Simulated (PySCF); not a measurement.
HLiO (SMILES [Li][OH]), singlet, geometry from GFN2-xTB (such geometries of metal compounds can be far from the true shape), with bond 1-2 at 2.0 times its length; B3LYP/aug-cc-pVDZ (PySCF).

The PySCF input:
```python
from pyscf import gto, scf, dft

mol = gto.Mole()
mol.atom = '''
    Li    0.00000000    0.00000000   -2.74693904
    O     0.00000000    0.00000000    0.30206210
    H     0.00000000    0.00000000    1.25081859
'''
mol.basis = 'aug-cc-pvdz'
mol.verbose = 4
mol.build()

mf = dft.RKS(mol)
mf.xc = 'b3lyp'
mf.level_shift = 0.3
mf.max_cycle = 100
mf.kernel()
```

Q: What does PySCF print? Leave out banner, timings and long lists.

A: 
```
PySCF version 2.14.0

[INPUT] verbose = 4
[INPUT] num. atoms = 3
[INPUT] num. electrons = 12
[INPUT] charge = 0
[INPUT] spin (= nelec alpha-beta = 2S) = 0
[INPUT] symmetry False subgroup None
[INPUT] Mole.unit = angstrom
[INPUT] Symbol           X                Y                Z      unit          X                Y                Z       unit  Magmom
[INPUT]  1 Li     0.000000000000   0.000000000000  -2.746939040000 AA    0.000000000000   0.000000000000  -5.190962466476 Bohr   0.0
[INPUT]  2 O      0.000000000000   0.000000000000   0.302062100000 AA    0.000000000000   0.000000000000   0.570814641611 Bohr   0.0
[INPUT]  3 H      0.000000000000   0.000000000000   1.250818590000 AA    0.000000000000   0.000000000000   2.363704566615 Bohr   0.0

nuclear repulsion = 9.02455686802862
number of shells = 21
number of NR pGTOs = 81
number of NR cGTOs = 55
basis = aug-cc-pvdz
ecp = {}

******** <class 'pyscf.dft.rks.RKS'> ********
method = RKS
initial guess = minao
damping factor = 0
level_shift factor = 0.3
DIIS = <class 'pyscf.scf.diis.CDIIS'>
diis_start_cycle = 1
diis_space = 8
diis_damp = 0
SCF conv_tol = 1e-09
SCF conv_tol_grad = None
SCF max_cycles = 100
direct_scf = True
direct_scf_tol = 1e-13
XC library pyscf.dft.libxc version 7.1.2
    S. Lehtola, C. Steigemann, M. J. T. Oliveira, and M. A. L. Marques,  SoftwareX 7, 1–5 (2018)
XC functionals = b3lyp
    P. J. Stephens, F. J. Devlin, C. F. Chabalowski, and M. J. Frisch,  J. Phys. Chem. 98, 11623 (1994)
radial grids:
    Treutler-Ahlrichs [JCP 102, 346 (1995); DOI:10.1063/1.469408] (M4) radial grids

becke partition: Becke, JCP 88, 2547 (1988); DOI:10.1063/1.454033
pruning grids: <function nwchem_prune>
grids dens level: 3
symmetrized grids: False
atomic radii adjust function: <function treutler_atomic_radii_adjust>
small_rho_cutoff = 0
Set gradient conv threshold to 3.16228e-05
Initial guess from minao.
tot grids = 37616
init E= -83.1391703030262
  HOMO = -0.295231103652455  LUMO = 0.0523893422276744  gap/eV = 9.45923
cycle= 1 E= -83.0830921022447  delta_E= 0.0561  |g|= 0.935  |ddm|= 1.29
  HOMO = 0.160161461834867  LUMO = 0.201427387410133  gap/eV = 1.12290
cycle= 2 E= -82.9907590729366  delta_E= 0.0923  |g|= 1.26  |ddm|= 1.17
  HOMO = -0.109671715883532  LUMO = 0.194562973078119  gap/eV = 8.27865
cycle= 3 E= -83.2410889126119  delta_E= -0.25  |g|= 0.462  |ddm|= 0.363
  HOMO = -0.151671045496226  LUMO = 0.194033566449678  gap/eV = 9.40710
cycle= 4 E= -83.2823654531262  delta_E= -0.0413  |g|= 0.114  |ddm|= 0.183
  HOMO = -0.141260494695097  LUMO = 0.194669863465424  gap/eV = 9.14113
cycle= 5 E= -83.2855956501577  delta_E= -0.00323  |g|= 0.0331  |ddm|= 0.0605
  HOMO = -0.137498021102553  LUMO = 0.195392324651657  gap/eV = 9.05841
cycle= 6 E= -83.2859739069662  delta_E= -0.000378  |g|= 0.0136  |ddm|= 0.0256
  HOMO = -0.135935654939076  LUMO = 0.195549055336749  gap/eV = 9.02016
cycle= 7 E= -83.2860468810159  delta_E= -7.3e-05  |g|= 0.00793  |ddm|= 0.0125
  HOMO = -0.13595877159731  LUMO = 0.195694405405249  gap/eV = 9.02474
cycle= 8 E= -83.2860718184392  delta_E= -2.49e-05  |g|= 0.00428  |ddm|= 0.00682
  HOMO = -0.135834454589776  LUMO = 0.195771607662393  gap/eV = 9.02346
cycle= 9 E= -83.2860802665302  delta_E= -8.45e-06  |g|= 0.00237  |ddm|= 0.00391
  HOMO = -0.135760435295693  LUMO = 0.195817563858923  gap/eV = 9.02270
cycle= 10 E= -83.2860832480736  delta_E= -2.98e-06  |g|= 0.00147  |ddm|= 0.00235
  HOMO = -0.135799340042763  LUMO = 0.195818639644004  gap/eV = 9.02378
cycle= 11 E= -83.2860844577047  delta_E= -1.21e-06  |g|= 0.000821  |ddm|= 0.00144
  HOMO = -0.135778993333199  LUMO = 0.195823897375601  gap/eV = 9.02337
cycle= 12 E= -83.28608489955  delta_E= -4.42e-07  |g|= 0.000504  |ddm|= 0.000892
  HOMO = -0.135772925425734  LUMO = 0.195828464485791  gap/eV = 9.02333
cycle= 13 E= -83.2860850727747  delta_E= -1.73e-07  |g|= 0.000317  |ddm|= 0.000557
  HOMO = -0.135766169236693  LUMO = 0.195832814535969  gap/eV = 9.02327
cycle= 14 E= -83.2860851419342  delta_E= -6.92e-08  |g|= 0.00021  |ddm|= 0.000352
  HOMO = -0.135765270816299  LUMO = 0.195833770391323  gap/eV = 9.02327
cycle= 15 E= -83.2860851710331  delta_E= -2.91e-08  |g|= 0.000138  |ddm|= 0.000225
  HOMO = -0.135760000400871  LUMO = 0.195835569159525  gap/eV = 9.02318
cycle= 16 E= -83.2860851830521  delta_E= -1.2e-08  |g|= 9.81e-05  |ddm|= 0.000146
  HOMO = -0.135759945304766  LUMO = 0.195835599877497  gap/eV = 9.02317
cycle= 17 E= -83.286085188512  delta_E= -5.46e-09  |g|= 6.75e-05  |ddm|= 9.62e-05
  HOMO = -0.135758962519983  LUMO = 0.19583501230896  gap/eV = 9.02313
cycle= 18 E= -83.2860851909236  delta_E= -2.41e-09  |g|= 4.81e-05  |ddm|= 6.36e-05
  HOMO = -0.135758395008917  LUMO = 0.195835274400599  gap/eV = 9.02312
cycle= 19 E= -83.2860851920421  delta_E= -1.12e-09  |g|= 3.49e-05  |ddm|= 4.28e-05
  HOMO = -0.135758091680345  LUMO = 0.19583526908974  gap/eV = 9.02311
cycle= 20 E= -83.2860851925778  delta_E= -5.36e-10  |g|= 2.56e-05  |ddm|= 2.91e-05
  HOMO = -0.135771721959303  LUMO = -0.104166810833796  gap/eV = 0.86001
Extra cycle  E= -83.2860851914935  delta_E= 1.08e-09  |g|= 8.59e-05  |ddm|= 0.0001
converged SCF energy = -83.2860851914935
```
